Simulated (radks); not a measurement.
The numbers below are computed, except where a source is named.
Polarisability of the rhodium ion Rh3+, [Kr] 4d6, at imaginary frequency. Level of theory: scalar-relativistic Kohn-Sham, exchange-only LDA, spin-polarised, spherical densities, finite nucleus; open shells are filled with parallel spins first (spin-orbit coupling, left out, can overturn this in heavy ions); Fermi nuclear charge, rms radius 4.4945 fm (a radial shooting solver on a logarithmic mesh with Libxc functionals). Response by self-consistent Sternheimer equations with the Hartree and adiabatic exchange-only LDA kernel, the relativistic mass of each level held fixed and spin-orbit coupling left out.

| w (hartree) | alpha1(iw) (bohr^3) |
|---|---|
| 0.00266 | 5.003 |
| 0.0143 | 5.001 |
| 0.0360 | 4.995 |
| 0.0697 | 4.976 |
| 0.118 | 4.928 |
| 0.186 | 4.825 |
| 0.280 | 4.627 |
| 0.413 | 4.291 |
| 0.605 | 3.783 |
| 0.892 | 3.105 |
| 1.35 | 2.299 |
| 2.12 | 1.454 |
| 3.59 | 0.7262 |
| 6.94 | 0.2641 |
| 17.5 | 0.06252 |

Static values: alpha1 = 5.003 bohr^3 (0.7413 angstrom^3; uncoupled 7.355). C6 = 23.18, triple-dipole C9 = 80.92 atomic units. One-pole (London) frequency 4 C6 / (3 alpha1^2) = 1.235 hartree, against 1.323 for minus the highest occupied eigenvalue.
